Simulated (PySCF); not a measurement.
# Fine-structure interval of Mn¹²⁺ by level of theory

Mn¹²⁺ [Ne] 3s2 3p1 [3p1/2^1, M_J = 1/2] → Mn¹²⁺ [Ne] 3s2 3p1 [3p3/2^1, M_J = 3/2], as a difference of total energies. Computed with PySCF 2.14 in an uncontracted even-tempered set (19 s from 0.88 bohr⁻², ratio 2.4; 13 p from 1.1 bohr⁻², ratio 2.4; 5 d from 4.8 bohr⁻², ratio 2.6; 4 f from 7.2 bohr⁻², ratio 2.6), with the two-component X2C-1e Hamiltonian. Correlated levels: 1s2 frozen; the 50 highest virtual spinors dropped. "Screened" scales the spin-orbit matrix elements by Boettger's factors to mimic the two-electron term; Breit and QED terms are absent.

```tsv
method	fine-structure interval (cm⁻¹)
GHF (screened spin-orbit)	17317
GMP2 (screened spin-orbit)	16087
GHF (bare spin-orbit)	18736
```
